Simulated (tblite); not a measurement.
Species: C₃H₈B₃N₃.
SMILES with atom numbers: `[CH:1]#[C:2][B:3]1[CH2:4][NH:5][BH:6][NH:7][BH:8][NH:9]1` (hydrogens: H10 on C1; H11, H12 on C4; H13 on N5; H14 on B6; H15 on N7; H16 on B8; H17 on N9)

Computed with GFN2-xTB (tblite), gas phase: L-BFGS steps from a force-field or distance-geometry start until the largest atomic force falls under 0.01 eV/Å.

Step 61: E = -626.9373 eV
```
atom  x, y, z in Å  |  force x, y, z in eV/Å
C1      3.0194   -1.7981    0.0616   -0.011   0.041  -0.024
C2      2.0583   -1.2264   -0.3905    0.057  -0.095   0.130
B3      0.7890   -0.4317   -0.6517    0.038  -0.070   0.130
C4     -0.6663   -1.1067   -0.6411    0.004  -0.080  -0.053
N5     -1.2684   -0.8598    0.6711    0.104   0.129  -0.132
B6     -1.5875    0.4043    1.1227   -0.117  -0.013  -0.037
N7     -1.3193    1.5699    0.3171    0.032   0.270   0.185
B8     -0.1611    1.9264   -0.3857   -0.062   0.113  -0.326
N9      0.8571    0.9659   -0.7162   -0.042   0.038   0.077
H10     3.8684   -2.2873    0.4563   -0.110   0.020  -0.149
H11    -0.6850   -2.1796   -0.8415    0.081  -0.021   0.009
H12    -1.2951   -0.6245   -1.3985   -0.035  -0.019   0.041
H13    -1.3661   -1.6729    1.2543    0.049  -0.063  -0.015
H14    -2.0978    0.5440    2.1658   -0.150  -0.038   0.135
H15    -1.9114    2.3593    0.5399    0.019  -0.087   0.033
H16    -0.0083    3.0662   -0.6772    0.084  -0.185  -0.029
H17     1.7670    1.3630   -0.8966    0.059   0.059   0.026
```

Step 62: E = -626.9463 eV
```
atom  x, y, z in Å  |  force x, y, z in eV/Å
C1      3.0256   -1.7983    0.0560    0.053  -0.040  -0.009
C2      2.0591   -1.2308   -0.3850   -0.064   0.005   0.103
B3      0.7927   -0.4306   -0.6333   -0.017   0.031   0.005
C4     -0.6637   -1.1045   -0.6392   -0.024  -0.048   0.002
N5     -1.2716   -0.8588    0.6725    0.099   0.087  -0.055
B6     -1.5943    0.4066    1.1245   -0.084  -0.056  -0.079
N7     -1.3198    1.5702    0.3176    0.122   0.197   0.113
B8     -0.1628    1.9271   -0.3917   -0.100   0.056  -0.254
N9      0.8641    0.9689   -0.7085   -0.120  -0.061   0.141
H10     3.8718   -2.3018    0.4300   -0.013  -0.014  -0.096
H11    -0.6859   -2.1763   -0.8434    0.103  -0.037   0.031
H12    -1.2932   -0.6246   -1.3971   -0.007   0.020   0.037
H13    -1.3537   -1.6749    1.2581    0.029   0.032  -0.058
H14    -2.1150    0.5563    2.1628   -0.122  -0.078   0.107
H15    -1.9153    2.3560    0.5337   -0.026  -0.005   0.044
H16    -0.0226    3.0653   -0.6915    0.108  -0.173  -0.038
H17     1.7775    1.3621   -0.8757    0.062   0.083   0.005
```

**Question.** Estimate the geometry and energy of step 63. (The exact step hangs on the optimiser's Hessian estimate; all steps are aligned on step 62, rigid shifts and turns removed.)

**Answer.** E = -626.9561 eV, largest force 0.366 eV/Å
```
atom  x, y, z in Å  |  force x, y, z in eV/Å
C1      3.0420   -1.8129    0.0355   -0.300   0.140  -0.157
C2      2.0634   -1.2367   -0.3740    0.229  -0.142   0.238
B3      0.8010   -0.4279   -0.6009   -0.087   0.033  -0.112
C4     -0.6578   -1.1002   -0.6321   -0.022   0.020   0.063
N5     -1.2718   -0.8547    0.6781    0.064   0.134  -0.018
B6     -1.6072    0.4117    1.1236   -0.049  -0.063  -0.072
N7     -1.3249    1.5716    0.3120    0.056   0.181   0.082
B8     -0.1688    1.9277   -0.4012   -0.104  -0.033  -0.131
N9      0.8749    0.9713   -0.6777   -0.124  -0.024   0.125
H10     3.8879   -2.3341    0.3748    0.090  -0.061  -0.045
H11    -0.6873   -2.1707   -0.8419    0.120  -0.036   0.042
H12    -1.2827   -0.6124   -1.3891    0.022   0.021   0.036
H13    -1.3396   -1.6690    1.2676    0.006   0.024  -0.043
H14    -2.1421    0.5765    2.1567   -0.071  -0.132   0.030
H15    -1.9401    2.3486    0.5085    0.032  -0.009   0.020
H16    -0.0471    3.0605   -0.7172    0.151  -0.130  -0.072
H17     1.7930    1.3626   -0.8330   -0.016   0.076   0.015
```

The energy changes by -0.0098 eV. The first-order estimate −F·Δx gives -0.0149 eV and the mean of the old and new forces, exact on a quadratic surface, -0.0098 eV. The step makes an angle of 78° with the force vector and moves no atom by more than 0.066 Å.

The cost below is that of the whole relaxation. On an Arm Neoverse V1 with one thread, shared host, this took 0.9 s of wall time.
